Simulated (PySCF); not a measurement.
Vertical excitations of a molecule CH3F3OSi from TDDFT-ωB97X/def2-SVPD in PySCF, as energy in eV (oscillator strength): 7.27 (0.007), 8.49 (0.056), 9.10 (0.014), 9.14 (0.027), 9.48 (0.010), 9.73 (0.066), 10.14 (0.051), 10.19 (0.038), 10.73 (0.004), 10.90 (0.006). Lowest triplet (TDA): 6.84 eV. Geometry optimised at B3LYP-D3(BJ)/def2-SVP. One conformer was computed; it need not be the lowest.

Identify the compound among the candidates.
A) CO[Si](F)(F)F
B) O[Si](F)(F)CF
C) O[SiH2]C(F)(F)F
D) OC[Si](F)(F)F

D, OC[Si](F)(F)F
